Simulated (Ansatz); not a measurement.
Two isomers of C2H10AlNSi: A = `C[SiH](C)[AlH][NH2]`, B = `[CH3][AlH][NH][SiH2]C`.

Isolated molecules relaxed with PBE0-D4/def2-TZVP in Ansatz; ΔE leaves out vibrations. CBS: MP2 limit from def2 TZ/QZ plus the TZ coupled-cluster correction, frozen cores. DFT in def2-TZVPP. B3LYP here is the variant with VWN-RPA as its local correlation; programs differ in this. One conformer a species, not always the lowest.

Question: Which is lower in electronic energy at CCSD(T)/CBS, and by how much? (Estimate.)

Answer: Computed: B, by 65.5 kJ/mol.

Question: Give E(B) − E(A) in kJ/mol with CCSD/def2-TZVPP, CCSD(T)/def2-TZVPP, HF/def2-TZVPP, PBE-D4, B3LYP-D4, r2SCAN-D4, B3LYP. (Best estimate.)

Answer: Ansatz gave: CCSD/def2-TZVPP -67.3, CCSD(T)/def2-TZVPP -65.6, HF/def2-TZVPP -79.3, PBE-D4 -45.9, B3LYP-D4 -64.4, r2SCAN-D4 -62.3, B3LYP -65.0. None reverses the order clearly.

Largest T1 diagnostic: 0.011.

In def2-TZVPP, CCSD(T) changes the Hartree–Fock value by +13.7 kJ/mol (the triples alone add +1.7 kJ/mol) and MP2 by +6.2 kJ/mol. From PBE to PBE0 (25 % exact exchange), in def2-TZVPP and without D4, E(B) − E(A) moves by −6.1 kJ/mol.
